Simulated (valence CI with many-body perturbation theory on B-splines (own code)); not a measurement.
## Ir43+: electric-dipole lines

Computed by valence CI with perturbative core correlation (CI+MBPT): six valence electrons over a frozen Dirac-Fock core [Ar] 3d10, radial functions for each j: 9 s, 9 p, 8 d, 6 f, 3 g, 1 h, with the one-electron correlation potential Σ1, the two-electron term Σ2, the three-electron term Σ3, Breit, model QED; selected CI, second order for the rest, scaled by the run's own slope (own B-spline code, finite nucleus).

No measured spectrum was set against this ion. As an estimate, large intervals hold to a few tenths of a per cent, small ones and those within an open d or f shell to about a per cent. Among the levels kept, up to 660 cm⁻¹ of a level comes from second order outside the variational space, and about a tenth of that is noise between levels of different J, which matters for small intervals.

Lines 101 to 116 of 116 in falling wavelength, among levels below 340.67 eV, chosen from the strongest by gf and those to the six lowest levels. Wavelengths and rates use the calculated energies. Electric multipoles are in the length gauge with retardation, E1 and E2 with the static RPA response of the core. Weak lines are less certain than strong ones. Lines between different terms over intervals too small for the method are left out, as are lines whose strength nearly cancels. The highest levels of a list are the least certain.

Levels are named by their leading jj configuration (3d3/2^4 stands for four electrons in 3d with j = 3/2), which in mixed levels can hold well under half, so a name can repeat and another be missing. Letters in brackets count levels of one name in rising energy.

| λ vac (Å) | Upper | Lower | A (s⁻¹) | S (a.u.) with core polarisation | S without |
| --- | --- | --- | --- | --- | --- |
| 42.79 | (4s^2 4p1/2 4p3/2^2 4d3/2) J=1 [b] | (4s^2 4p1/2^2 4p3/2^2) J=0 | 1.89e+10 | 2.19e-03 | 2.32e-03 |
| 41.98 | (4s^2 4p1/2 4p3/2^2 4d5/2) J=1 [a] | (4s^2 4p1/2^2 4p3/2^2) J=0 | 1.09e+11 | 1.19e-02 | 1.26e-02 |
| 41.77 | (4s^2 4p1/2 4p3/2^2 4d3/2) J=3 [b] | (4s^2 4p1/2^2 4p3/2^2) J=2 | 1.32e+12 | 3.32e-01 | 3.51e-01 |
| 41.57 | (4s^2 4p1/2 4p3/2^2 4d3/2) J=1 [c] | (4s^2 4p1/2^2 4p3/2^2) J=0 | 2.08e+12 | 2.21e-01 | 2.33e-01 |
| 41.56 | (4s^2 4p1/2 4p3/2^2 4d3/2) J=2 [c] | (4s^2 4p1/2^2 4p3/2^2) J=2 | 2.21e+12 | 3.91e-01 | 4.13e-01 |
| 41.45 | (4s^2 4p1/2 4p3/2^2 4d3/2) J=1 [b] | (4s^2 4p1/2^2 4p3/2^2) J=2 | 2.34e+12 | 2.46e-01 | 2.60e-01 |
| 41.39 | (4s^2 4p1/2 4p3/2^2 4d5/2) J=3 [a] | (4s^2 4p1/2^2 4p3/2^2) J=2 | 7.85e+11 | 1.92e-01 | 2.03e-01 |
| 40.68 | (4s^2 4p1/2 4p3/2^2 4d5/2) J=1 [a] | (4s^2 4p1/2^2 4p3/2^2) J=2 | 1.35e+11 | 1.35e-02 | 1.43e-02 |
| 40.30 | (4s^2 4p1/2 4p3/2^2 4d3/2) J=1 [c] | (4s^2 4p1/2^2 4p3/2^2) J=2 | 1.53e+10 | 1.48e-03 | 1.57e-03 |
| 39.38 | (4s^2 4p1/2 4p3/2^2 4d5/2) J=1 [b] | (4s^2 4p1/2^2 4p3/2^2) J=0 | 9.84e+10 | 8.90e-03 | 9.40e-03 |
| 39.34 | (4s^2 4p1/2 4p3/2^2 4d5/2) J=2 [a] | (4s^2 4p1/2^2 4p3/2^2) J=2 | 1.97e+09 | 2.95e-04 | 3.14e-04 |
| 38.91 | (4s^2 4p1/2 4p3/2^2 4d5/2) J=3 [b] | (4s^2 4p1/2^2 4p3/2^2) J=2 | 2.47e+08 | 5.03e-05 | 5.29e-05 |
| 38.43 | (4s^2 4p1/2 4p3/2^2 4d5/2) J=2 [b] | (4s^2 4p1/2^2 4p3/2^2) J=2 | 4.46e+10 | 6.24e-03 | 6.59e-03 |
| 38.24 | (4s^2 4p1/2 4p3/2^2 4d5/2) J=1 [b] | (4s^2 4p1/2^2 4p3/2^2) J=2 | 4.26e+10 | 3.53e-03 | 3.73e-03 |
| 37.85 | (4s^2 4p1/2 4p3/2^2 4d5/2) J=3 [c] | (4s^2 4p1/2^2 4p3/2^2) J=2 | 3.49e+10 | 6.54e-03 | 6.92e-03 |
| 37.56 | (4s^2 4p1/2 4p3/2^2 4d5/2) J=2 [c] | (4s^2 4p1/2^2 4p3/2^2) J=2 | 1.27e+10 | 1.66e-03 | 1.76e-03 |
